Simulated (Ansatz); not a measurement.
System: CH3Se2 (charge 0, doublet). It need not be the lowest isomer of its formula. SMILES: C[Se][Se]
Geometry from a B3LYP-D3(BJ)/def2-TZVP (Ansatz, a program for electronic structure) optimisation:
```xyz
6

Se     1.1726     0.4092     0.4878
Se    -0.6656    -0.1518    -0.6899
C     -1.8461    -0.9275     0.6865
H     -2.7667    -1.2261     0.1870
H     -2.0457    -0.1719     1.4406
H     -1.3506    -1.7884     1.1258
```
Charge 0, spin multiplicity 2.

Property: vertical electron affinity (to the singlet state of charge -1; a negative value means that the extra electron is unbound and the number depends on the basis; each state is the SCF solution reached for its spin), in eV. Cores are frozen in the correlated levels unless marked. Open shells are spin-unrestricted. Spin-orbit coupling is left out. The frozen core is the preceding noble-gas configuration, with the filled d and f shells of earlier blocks. No relativistic terms. Anions need diffuse functions: aug- sets have them; def2-D sets add few. Basis-set limits of correlation are two-point, X^-3; Hartree-Fock from the larger set. The bracket is a focal-point correction in the basis named.

| level | program | vertical electron affinity (eV) | minus last row |
|---|---|---|---|
| HF/aug-cc-pVDZ | Ansatz | 1.05 | -0.89 |
| HF/aug-cc-pVQZ | Ansatz | 1.01 | -0.93 |
| PBE0/def2-TZVPD | Ansatz | 1.75 | -0.19 |
| wB97X/def2-TZVPD | Ansatz | 1.80 | -0.14 |
| B2PLYP/def2-TZVPD | Ansatz | 1.75 | -0.19 |
| MP2/aug-cc-pVDZ | Ansatz | 1.80 | -0.14 |
| RI-MP2/CBS(aug-cc-pVTZ,aug-cc-pVQZ) | Ansatz | 2.07 | 0.13 |
| SCS-MP2/aug-cc-pVDZ | Ansatz | 1.76 | -0.18 |
| CCSD(T)/aug-cc-pVTZ | Ansatz | 1.81 | -0.13 |
| RI-MP2/CBS(aug-cc-pVTZ,aug-cc-pVQZ)+[CCSD(T)-MP2]/aug-cc-pVTZ | Ansatz | 1.94 | 0.00 |
